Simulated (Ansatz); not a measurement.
Compare A (`CO[C](=N)[SnH3]`) with its isomer B (`C[O][SnH2][CH]=N`).

Isolated molecules relaxed with PBE0-D4/def2-TZVP in Ansatz; ΔE leaves out vibrations. CCSD(T)/CBS is the MP2 limit (def2-TZVPP, def2-QZVPP) plus CCSD(T) − MP2 in def2-TZVPP, frozen cores. Functionals use def2-TZVPP. B3LYP here is the variant with VWN-RPA as its local correlation; programs differ in this. def2 core potentials past Kr. For Sn outer-core shells are correlated without core-valence functions, which leaves a few kJ/mol of doubt a bond. Each species was taken in one conformer, which may not be the lowest.

Task: Which is lower in electronic energy at CCSD(T)/CBS, and by how much? (An estimate is asked.)

Result: The calculation gave: B, by 6.3 kcal/mol.

Task: Give E(B) − E(A) in kcal/mol with CCSD/def2-TZVPP, ωB97M-V, B3LYP, CCSD(T)/def2-TZVPP, B3LYP-D4, HF/def2-TZVPP, r2SCAN-D4. (Estimate.)

Result: Computed: CCSD/def2-TZVPP -4.2, ωB97M-V -2.8, B3LYP -3.9, CCSD(T)/def2-TZVPP -3.9, B3LYP-D4 -3.7, HF/def2-TZVPP -4.0, r2SCAN-D4 -2.4. None reverses the order clearly.

Largest T1 diagnostic: 0.014.
